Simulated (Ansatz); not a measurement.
Mulliken charges of Cl$_{3}$HSSn, SMILES `[SH][Sn]([Cl])([Cl])[Cl]` from PBE/def2-TZVPP in Ansatz (PBE0-D4/def2-TZVP geometry).

```csv
atom,x (Å),y (Å),z (Å),charge (e)
S1,-0.592,0.582,1.797,-0.277
Sn2,0.349,-0.165,-0.239,1.003
Cl3,2.551,-0.685,0.145,-0.288
Cl4,-0.718,-2.027,-1.070,-0.287
Cl5,0.237,1.431,-1.893,-0.287
H6,-1.785,0.800,1.214,0.137
```

By hand: the dipole of these point charges (1 e Å = 4.8032 D).

Σ q r = (-0.327, 0.151, 0.237) e Å, of length 0.431 e Å = 2.07 D.

How does the dipole of the full density compare? (Best estimate.)

Ansatz gave: (-0.256, 0.123, 0.203) e Å, 1.68 D; the point charges give 1.23 times that, at 2° from its direction.

Point charges leave out the atoms' own dipoles, such as those of lone pairs, and Mulliken's split depends on the basis, so the two needn't agree.
